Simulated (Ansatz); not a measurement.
Reaction (cleavage of the Si–Si bond): `O[Si](F)([SiH3])I` + `C[SiH](N)O` → `C[SiH](N)O[SiH3]` + `O[SiH](F)I`

Gas-phase electronic energies from Ansatz, PBE0-D4/def2-TZVP geometries. CBS: MP2 limit from def2 TZ/QZ plus the TZ coupled-cluster correction, frozen cores. Functionals use def2-TZVPP. Elements past krypton have def2 core potentials. For I outer-core shells are correlated without core-valence functions, which leaves a few kJ/mol of doubt a bond. Each species was taken in one conformer, which may not be the lowest.

(1) Is it downhill or uphill in electronic energy at CCSD(T)/CBS, and by how much? (Estimate.)

(2) What do these levels give: PBE0-D4, ωB97M-V, B2PLYP, PBE0, CCSD(T)/def2-TZVPP, HF/CBS(def2)? (Estimate.)

Largest T1 diagnostic among the species: 0.011.

Answers

(1) The calculation gave: Downhill: ΔE = -107.4 kJ/mol.

(2) Ansatz gave: PBE0-D4 -90.6, ωB97M-V -109.9, B2PLYP -112.3, PBE0 -91.1, CCSD(T)/def2-TZVPP -109.3, HF/CBS(def2) -139.3 kJ/mol.

From PBE to PBE0 (25 % exact exchange), in def2-TZVPP and without D4, ΔE moves by −10.0 kJ/mol. In def2-TZVPP, CCSD(T) changes the Hartree–Fock value by +26.9 kJ/mol (the triples alone add +4.0 kJ/mol) and MP2 by +20.5 kJ/mol.
